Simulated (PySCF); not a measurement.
Does the answer move with the share of exact exchange?

Compound: C2H7NP2Si.
SMILES: `C#C[Si](N)(P)P`

Torsions of this conformer, `[CH:1]#[C:2][Si:3]([NH2:4])([PH2:5])[PH2:6]`: H–N4–Si3–C2 -66°, H–N4–Si3–C2 74°, H–P5–Si3–C2 45°, H–P5–Si3–C2 -48°, H–P6–Si3–C2 55°, H–P6–Si3–C2 -38°.

PySCF, pcSseg-1 basis, density fitting, gas phase, PBE0-D3(BJ)/def2-SVP geometry. One functional is left out:

```json
{"functional": "B97-D", "exact exchange (%)": "0", "HOMO energy (eV)": "-6.14", "LUMO energy (eV)": "-1.13", "dipole moment (D)": "2.653"}
{"functional": "BLYP", "exact exchange (%)": "0", "HOMO energy (eV)": "-5.99", "LUMO energy (eV)": "-1.07", "dipole moment (D)": "2.537"}
{"functional": "BP86", "exact exchange (%)": "0", "HOMO energy (eV)": "-6.29", "LUMO energy (eV)": "-1.36", "dipole moment (D)": "2.732"}
{"functional": "LDA", "exact exchange (%)": "0", "HOMO energy (eV)": "-6.30", "LUMO energy (eV)": "-1.47", "dipole moment (D)": "2.838"}
{"functional": "OPBE", "exact exchange (%)": "0", "HOMO energy (eV)": "-6.21", "LUMO energy (eV)": "-1.18", "dipole moment (D)": "2.876"}
{"functional": "PBE", "exact exchange (%)": "0", "HOMO energy (eV)": "-6.18", "LUMO energy (eV)": "-1.26", "dipole moment (D)": "2.725"}
{"functional": "B3LYP", "exact exchange (%)": "20", "HOMO energy (eV)": "-7.04", "LUMO energy (eV)": "-0.55", "dipole moment (D)": "2.713"}
{"functional": "PBE0", "exact exchange (%)": "25", "HOMO energy (eV)": "-7.30", "LUMO energy (eV)": "-0.41", "dipole moment (D)": "2.933"}
{"functional": "mPW1PW91", "exact exchange (%)": "25", "HOMO energy (eV)": "-7.32", "LUMO energy (eV)": "-0.42", "dipole moment (D)": "2.916"}
{"functional": "BHandHLYP", "exact exchange (%)": "50", "HOMO energy (eV)": "-8.21", "LUMO energy (eV)": "0.62", "dipole moment (D)": "2.890"}
```

Predict the row of B97-2 (21 % exact exchange) by straight lines through the other rows, and check it.

```tsv
property	line	computed	computed − line	B3LYP (20 %), for comparison
HOMO energy (eV)	-7.07	-7.06	+0.01	-7.04
LUMO energy (eV)	-0.50	-0.43	+0.07	-0.55
dipole moment (D)	2.819	2.872	+0.053	2.713
```

Which of these properties follows the share of exact exchange most closely, and which least?

Most closely the HOMO energy, least the dipole moment; the correlations over the tabulated rows are HOMO energy -0.991, LUMO energy 0.983, dipole moment 0.554. The HOMO energy moves by -0.417 eV for every 10 %. Functionals with the same share still differ in their other parts: at 0 % BLYP and LDA differ by 0.31 eV in it.
